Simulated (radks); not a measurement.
Question: Species: Mo+. Configuration: [Kr] 4d4 5p1 (not the ground configuration). Method: scalar-relativistic Kohn-Sham, r2SCAN, spin-polarised, spherical densities, finite nucleus; open shells are filled with parallel spins first (spin-orbit coupling, left out, can overturn this in heavy ions); meta-GGA in the generalised Kohn-Sham scheme; Fermi nuclear charge, rms radius 4.4091 fm; computed with a radial shooting solver on a logarithmic mesh with Libxc functionals. Some entries of the table are withheld. Estimate them.

orbital  occ.  eigenvalue (eV)  <1/r> (bohr^-1)
1s down     1        -19876.83            43.54
1s up       1        -19876.82            43.54
2s up       1        -2829.279            9.820
2s down     1        -2828.622            9.821
2p up       3        -2527.873            9.532
2p down     3        -2527.391            9.533
3s up       1        -496.1565            3.377
3s down     1        -495.9420            3.375
3p up       3        -396.4725            3.206
3p down     3        -396.1887            3.205
3d up       5        -234.8741            2.967
3d down     5        -234.3306            2.966
4s up       1         -78.5609            1.219
4s down     1         -75.4109            1.233
4p up       3              (1)              (2)
4p down     3              (3)              (4)
4d up       4              (5)           0.7600
4d down     0              (6)           0.7757
5p up       1          -7.7089           0.3304

Answer: 
(1) 4p up eigenvalue (eV): -52.0093
(2) 4p up <1/r> (bohr^-1): 1.082
(3) 4p down eigenvalue (eV): -48.4428
(4) 4p down <1/r> (bohr^-1): 1.098
(5) 4d up eigenvalue (eV): -15.1523
(6) 4d down eigenvalue (eV): -10.6405
